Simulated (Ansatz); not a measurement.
`O=C=[N][In]([F])[F]` + H₂ → `[F][InH][F]` + `N=C=O` at 500 K and 1 bar (hydrogenolysis of the In–N bond).

Isolated molecules relaxed with PBE0-D4/def2-TZVP in Ansatz; ΔE leaves out vibrations. CBS: MP2 limit from def2 TZ/QZ plus the TZ coupled-cluster correction, frozen cores. This one scheme is used for every species. def2 core potentials past Kr. For In outer-core shells are correlated without core-valence functions, which leaves a few kJ/mol of doubt a bond. One conformer a species, not always the lowest.

| species | CCSD(T)/CBS energy (Eh) | H − E (kJ/mol) | S (J/(mol·K)) |
| --- | --- | --- | --- |
| `O=C=[N][In]([F])[F]` | -557.39754 | 86.3 | 433.9 |
| H₂ | -1.17544 | 41.0 | 145.5 |
| `[F][InH][F]` | -390.04654 | 52.1 | 326.1 |
| `N=C=O` | -168.51995 | 77.7 | 264.2 |

H − E and S are ideal-gas, rigid-rotor, harmonic terms from PBE0-D4/def2-TZVP, for one conformer and one mirror image of each species. The MP2-based limit puts H₂ 0.8 mEh under its directly extrapolated value; such offsets cancel only in part. 1 Eh = 2625.50 kJ/mol, R = 8.31446 J/(mol·K).

Question: By hand: ΔE, ΔH, ΔS and ΔG.

Answer: ΔE = (-390.04654) + (-168.51995) − (-557.39754) − (-1.17544) = 0.00649 Eh = 17.0 kJ/mol. Δ(H − E) = 52.1 + 77.7 − 86.3 − 41.0 = 2.5, so ΔH = 19.5 kJ/mol. ΔS = 326.1 + 264.2 − 433.9 − 145.5 = 10.9 J/(mol·K). ΔG = 19.5 − 500 × (10.9)/1000 = 14.1 kJ/mol.

Question: By hand: the equilibrium constant, and the temperature at which ΔG would vanish if ΔH and ΔS stayed fixed.

Answer: log₁₀ K = −ΔG/(RT ln 10) = -1.5. ΔG = 0 at ΔH/ΔS = 1789 K, though so small a ΔS makes that figure unsure.

The number of gas molecules stays the same, so ΔS is small and ΔH decides. A doubt of 5 kJ/mol in ΔE shifts log₁₀ K by 0.5 here. Other conformers and mirror images would add mixing entropy, several J/(mol·K) or more a flexible species. Modes under 60 cm⁻¹, often nearly free rotors, make the harmonic entropy too high. These are equilibria of isolated gas molecules and say nothing of rates. Largest T1 diagnostic: 0.018 (customary marks: 0.02 for closed shells, 0.045 for open ones).
